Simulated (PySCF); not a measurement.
PbH⁻: from constants to spectrum

UHF-CCSD(T) constants of PbH⁻, ³Σ⁻ (triplet), unpaired electrons π ↑↑ (basis H aug-cc-pVDZ, Pb aug-cc-pVDZ-PP with ECP60; scalar-relativistic core potentials; PySCF 2.14; masses 1.0078 and 207.9766 u):

| Property | Result |
| --- | --- |
| ωe | 1352.5 cm⁻¹ |
| ωexe | 28.0 cm⁻¹ |
| Be | 4.6365 cm⁻¹ |
| αe | 0.158 cm⁻¹ |
| D (centrifugal) | 0.000218 cm⁻¹ |
| De to H⁻ + Pb | 2.80 eV |

Task: Give the vibrational terms G(v) and spacings up to v = 6.

Result: G(v) = ωe(v+½) − ωexe(v+½)².

```
v  G(v) (cm⁻¹)  G(v) − G(v−1)  Bv (cm⁻¹)
0          669                     4.558
1         1966           1296      4.399
2         3206           1240      4.242
3         4391           1184      4.083
4         5519           1128      3.925
5         6592           1072      3.768
6         7608           1016      3.609
```

Task: How well does the Morse estimate ωe²/(4ωexe) reproduce De, and what is D0?

Result: It gives 2.02 eV, 72 % of the computed De. D0 = De − G(0) = 2.80 − 0.08 = 2.72 eV.

Correlated steps freeze 4 core orbitals. Correlated levels converge slowly with the basis: in double zeta they bind strong bonds too weakly, by up to about 1 eV, and carry superposition errors of some tenths. These are scalar-relativistic numbers at best; spin–orbit coupling would shift them, the dissociation energy most. For an ion De counts to the pair picked by the measured ionisation energies or electron affinities, which need not be the lowest pair at this level. The state is the lowest determinant that a PBE0 search found; another state may lie lower at other levels.
